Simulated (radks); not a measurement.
Results of a calculation; reference values are marked as such.
Question: Ionisation of the zinc ion Zn8+, [Ar] 3d4, to Zn9+, [Ar] 3d3, under several functionals. Dirac Kohn-Sham, spin-unpolarised, spherical densities, finite nucleus; open shells fill j = l - 1/2 first; a radial shooting solver on a logarithmic mesh with Libxc functionals. Known Delta-SCF values: B86b exchange with PBE correlation 202.72 eV; BP86 202.76 eV; AM05 202.67 eV. What does PBE give, and what is its highest occupied eigenvalue?

Answer: 202.67 eV by Delta-SCF; the 3d3/2 eigenvalue is -186.30 eV. NIST: 203 eV (semi-empirical).

Beside tabulated values, note that spin-unpolarised runs miss the spin-polarisation part of the exchange energy of open shells.
